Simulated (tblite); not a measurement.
C₅H₉OSi (doublet state).
Numbering: `[SiH3:1][O:2]/[CH:3]=[CH:4]\[C@@H:5]1[CH:6][CH2:7]1` (hydrogens: H8, H9, H10 on Si1; H11 on C3; H12 on C4; H13 on C5; H14 on C6; H15, H16 on C7)

The geometry is computed with GFN2-xTB (gas phase). This method treats the open shell by occupation alone, without spin polarisation.

(1) What internal coordinates does the optimisation give?

Answers

(1) 
```tsv
bond	length (Å)
Si1–O2	1.626
O2–C3	1.348
C3=C4	1.333
C4–C5	1.467
C5–C6	1.471
C6–C7	1.456
C5–C7	1.536
Si1–H8, Si1–H10	1.465
Si1–H9	1.453
C3–H11	1.083
C4–H12	1.079
C5–H13	1.084
C6–H14	1.072
C7–H15	1.081
C7–H16	1.086
```

Bonds in one row agree within 0.01 Å and their mean is given. A selection of angles:
```tsv
angle	degrees
O2–Si1–H8	110.8
O2–Si1–H9	99.0
H8–Si1–H9	113.7
H8–Si1–H10	108.4
Si1–O2–C3	132.4
O2–C3–C4	122.6
O2–C3–H11	116.2
C4–C3–H11	121.2
C3–C4–C5	124.3
C3–C4–H12	118.5
C5–C4–H12	117.2
C4–C5–C6	119.3
C4–C5–C7	120.7
C4–C5–H13	113.6
C6–C5–C7	57.9
C6–C5–H13	118.8
C7–C5–H13	115.5
C5–C6–C7	63.3
C5–C6–H14	128.2
C7–C6–H14	128.0
C6–C7–H15	119.6
C6–C7–H16	119.9
C5–C7–C6	58.8
C5–C7–H15	115.1
C5–C7–H16	120.5
H15–C7–H16	112.9
```

Torsions: Si1–O2–C3–C4 177° (antiperiplanar); O2–C3–C4–C5 -1° (synperiplanar); C3–C4–C5–C6 -145° (anticlinal); C4–C5–C6–C7 -110° (anticlinal); C4–C5–C7–C6 107° (anticlinal).

Of the pairs four or more bonds apart, O2···H13 is among the closest relative to their van der Waals radii: 2.52 Å, 93 % of the sum of Bondi's values. The 3-membered ring C5–C6–C7 has internal angles of 57.9° to 63.3°. C6 (carbon bonded to 2 C and H) is pyramidal (angles 128.2°, 128.0° and 63.3°, sum 319.5°, 0.43 Å off the plane of its three neighbours). C3 (carbon bonded to C, O and H) is planar (angles 122.6°, 121.2° and 116.2°, sum 360.0°, 0.00 Å off the plane of its three neighbours). C4 (carbon bonded to 2 C and H) is planar (angles 124.3°, 118.5° and 117.2°, sum 360.0°, 0.01 Å off the plane of its three neighbours). Si1 (silicon bonded to O and 3 H) is distorted tetrahedral (angles from 99.0° to 114.2°). The 5 C–C bonds span 1.333 Å (C3=C4, drawn double) to 1.536 Å (C5–C7, drawn single), a spread of 0.203 Å.

Its GFN2-xTB frequencies are all real (lowest 21 cm⁻¹). 3 starts were optimised and ended at 0.00, 1.16 and 1.55 kcal/mol (GFN2-xTB); the lowest of these is shown.

One conformer stands for the species.
